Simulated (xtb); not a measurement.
Ga(Me)(Cl) (CH3ClGa), SMILES [Cl][Ga+][CH3], charge +1. All values are semi-empirical tight-binding results from xtb (GFN2-xTB unless named), good for trends rather than for accurate numbers. Geometry: GFN2-xTB. The multiplicity is an assumed one; other spin states were not compared. The isomer is the one that the SMILES or the coordinates give; other isomers of the formula were not compared.

For metal compounds this method's bond lengths and energies can be far off.

Computed properties:
```
Property                                      Result
-------------------------------------  -------------
point group as xtb finds it                      C3v
orbital gap                                  3.53 eV
zero-point energy                      21.5 kcal/mol
G − E(el) at 298.15 K (modified RRHO)   4.4 kcal/mol
```
